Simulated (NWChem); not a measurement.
Molecule: silicon monosulfide (SiS, singlet); SMILES [Si]=S

```xyz
2

Si     0.0000     0.0000     1.0365
S      0.0000     0.0000    -0.9032
```
Atoms are numbered in this order, from 1.

Low-valent species are run as closed-shell singlets; no triplet was tried in these runs. Coordinates come from a PBE0/def2-SVP optimisation.

**Question.** List the 4 lowest vertical singlet excitations from PBE/6-31+G* (spherical d), TDA (NWChem).

**Answer.** 
```csv
state,energy (eV),oscillator strength,leading excitation (squared amplitude)
S1,4.07,0.000,HOMO−2 → LUMO+1 (0.50)
S2,4.32,0.000,HOMO−2 → LUMO (0.50)
S3,4.32,0.000,HOMO−2 → LUMO+1 (0.50)
S4,4.47,0.030,HOMO → LUMO (0.97)
```
